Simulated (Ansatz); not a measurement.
`O[Si]1([SeH])CO1` + HCl → `O[Si]1(Cl)CO1` + H₂Se at 700 K and 1 bar (ligand exchange at the Si–Se bond).

Computed with Ansatz on PBE0-D4/def2-TZVP structures; ΔE is electronic, products minus reactants. CCSD(T)/CBS is the MP2 limit (def2-TZVPP, def2-QZVPP) plus CCSD(T) − MP2 in def2-TZVPP, frozen cores. This one scheme is used for every species. For Se outer-core shells are correlated without core-valence functions, which leaves a few kJ/mol of doubt a bond. Scalar relativity is left out up to krypton. One conformer a species, not always the lowest.

| species | CCSD(T)/CBS energy (Eh) | H − E (kJ/mol) | S (J/(mol·K)) |
| --- | --- | --- | --- |
| `O[Si]1([SeH])CO1` | -2880.65741 | 216.8 | 465.3 |
| HCl | -460.38127 | 38.4 | 211.8 |
| `O[Si]1(Cl)CO1` | -939.15161 | 190.1 | 423.2 |
| H₂Se | -2401.89790 | 61.1 | 251.1 |

H − E and S are ideal-gas, rigid-rotor, harmonic terms from PBE0-D4/def2-TZVP, for one conformer and one mirror image of each species. 1 Eh = 2625.50 kJ/mol, R = 8.31446 J/(mol·K).

Task: By hand: ΔE, ΔH, ΔS and ΔG.

Result: ΔE = (-939.15161) + (-2401.89790) − (-2880.65741) − (-460.38127) = -0.01083 Eh = -28.4 kJ/mol. Δ(H − E) = 190.1 + 61.1 − 216.8 − 38.4 = -4.0, so ΔH = -32.4 kJ/mol. ΔS = 423.2 + 251.1 − 465.3 − 211.8 = -2.8 J/(mol·K). ΔG = -32.4 − 700 × (-2.8)/1000 = -30.4 kJ/mol.

Task: By hand: the equilibrium constant, and the temperature at which ΔG would vanish if ΔH and ΔS stayed fixed.

Result: log₁₀ K = −ΔG/(RT ln 10) = 2.3. ΔG = 0 at ΔH/ΔS = 11571 K, far beyond where these terms or the molecules hold.

The number of gas molecules stays the same, so ΔS is small and ΔH decides. A doubt of 5 kJ/mol in ΔE shifts log₁₀ K by 0.4 here. Other conformers and mirror images would add mixing entropy, several J/(mol·K) or more a flexible species. These are equilibria of isolated gas molecules and say nothing of rates. Largest T1 diagnostic: 0.012 (customary marks: 0.02 for closed shells, 0.045 for open ones).
